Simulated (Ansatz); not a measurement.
```xyz
3

C     0.0000    0.0000    0.0000
C     0.0000    0.0000    1.2077
H     0.0000    0.0000    2.2703
```

Basis set: pcseg-2 (spherical functions). Charge 0, multiplicity 2.

Computed with Ansatz (development build ahead of 0.2.0); each method stands on the lowest determinant of its kind that the runs found.

The atomization energy at this shape (free ground-state atoms in the same class of orbitals less the molecule, no zero-point energy) of doublet C₂H:

```tsv
method	atomization energy
ROHF	762.6 kJ/mol
```

**Question.** What does PBE (unrestricted) give?

**Answer.** 1159.6 kJ/mol.

The shape needn't be a minimum at these levels.
